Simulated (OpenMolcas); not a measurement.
# V: from CASSCF to CASPT2

| Property | Result |
| --- | --- |
| Program | OpenMolcas |
| Basis | ANO-RCC-VTZP [6s5p3d2f1g] |
| Scalar Hamiltonian | DKH2, point nucleus |
| Active space | 5 electrons in 6 orbitals (3d 4s) |
| State averaging | 2S+1 = 4 even, 50 roots; 2S+1 = 6 even, 5 roots kept (CI in the orbitals of an earlier block); 2S+1 = 2 even, 91 roots kept (CI in the orbitals of an earlier block) |
| Spin-orbit coupling | RASSI with atomic mean-field integrals over the reference wave functions, term energies averaged over their components |

Methods on the same reference wave functions:
A. CASSCF
B. SS-CASPT2, IPEA 0.25 Eh, imaginary shift 0.1 Eh (closed shells correlated: 3s 3p)

Energies in eV above 3d3 4s2 4F 3/2, the measured ground level; measured values from NIST Handbook of Basic Atomic Spectroscopic Data.

| Level | A | B | Measured |
| --- | --- | --- | --- |
| 3d4 4s 6D 1/2 | -1.0040 | 0.490 | 0.2619 |
| 3d4 4s 6D 3/2 | -0.9985 | 0.496 | 0.2670 |
| 3d4 4s 6D 5/2 | -0.9894 | 0.506 | 0.2753 |
| 3d4 4s 6D 7/2 | -0.9768 | 0.519 | 0.2866 |
| 3d4 4s 6D 9/2 | -0.9609 | 0.535 | 0.3006 |
| 3d3 4s2 4F 3/2 | 0.0000 | 0.0000 | 0.0000 |
| 3d3 4s2 4F 5/2 | 0.0150 | 0.0150 | 0.0170 |
| 3d3 4s2 4F 7/2 | 0.0356 | 0.0356 | 0.0401 |
| 3d3 4s2 4F 9/2 | 0.0615 | 0.0614 | 0.0686 |
| 3d4 4s 4D 1/2(1) | 0.2636 | 1.176 |  |
| 3d4 4s 4D 3/2(1) | 0.2720 | 1.184 |  |
| 3d4 4s 4D 5/2(1) | 0.2856 | 1.199 |  |
| 3d4 4s 4D 7/2(1) | 0.3042 | 1.219 |  |
| 3d4 4s 4P 1/2 | 1.0655 | 1.193 |  |
| 3d4 4s 4P 3/2 | 1.0854 | 1.214 |  |
| 3d4 4s 4P 5/2 | 1.1191 | 1.247 |  |
| 3d4 4s 4H 7/2 | 1.1316 | 2.263 |  |
| 3d4 4s 4H 9/2 | 1.1371 | 2.269 |  |
| 3d4 4s 4H 11/2 | 1.1440 | 2.276 |  |
| 3d4 4s 4H 13/2 | 1.1521 | 2.284 |  |
| 3d4 4s 4F 3/2 | 1.4411 | 2.240 |  |
| 3d4 4s 4F 5/2 | 1.4436 | 2.243 |  |
| 3d4 4s 4F 7/2 | 1.4475 | 2.248 |  |
| 3d4 4s 4F 9/2 | 1.4531 | 2.253 |  |

A puts 3d4 4s 6D 1/2 lowest.

Deviations, from unrounded energies. A percentage is the sum of absolute deviations over the sum of measured energies, with the sign that they share, or ± where signs differ.

```tsv
Against measurement	Levels	A	B
mean absolute deviation (cm-1)	8	6400	1200
fine structure of the ground term (%)	3	-10.9	-10.9
other configurations (%)	5	-454.3	+83.0
```

B lies closest to measurement on these levels. The largest miss of B in the table is 3d4 4s 6D 9/2, by +1900 cm-1. The ranking rests on the paired levels alone, and a cruder setting can come out closer through cancelling errors.

The lowest spin-free term lies below A's lowest term by 0.432 hartree in B.

CASPT2 breaks the degeneracy within a term, and the mean is taken; among the terms shown or strongly mixed into the levels shown the widest spread is 1800 cm-1 (3d3 4s2 4F, B). Over all roots computed the reference weight is 0.82 to 0.91 in B; the roots of lowest weight are the least certain, and an intruder state may touch them. Terms from blocks run as CI alone lack orbitals of their own. Configurations are named by rounded mean occupations; where the s occupation lies near a half they are strongly mixed, a name can repeat and a true partner stay unpaired. A single d shell beside an s shell can misplace configurations of different d count against each other. Without dynamic correlation excited terms often stand tens of per cent too high (terms of higher spin than the ground term too low), and those without a measured partner can miss by more than the paired ones (holds for A). The lowest computed level is not the ground level that NIST lists (4F3/2) (holds for A). The CASPT2 spread within a term exceeds the gap to the next term for 3d4 4s 4F and 3d4 4s 4H, so the order of their levels is uncertain, and so are names and mixing where such terms share a J (holds for B). Computed and measured levels are paired by configuration, term and J; levels that our copy of the source lacks, or whose pairing is in doubt (as where it misses far off the trend of its configuration), stay unpaired and out of the deviations. Only configurations of the active space appear. Levels that lie high or do not pair safely by name in every column are left out.

A number in round brackets counts repeated terms of one configuration in the order of the reference energies.
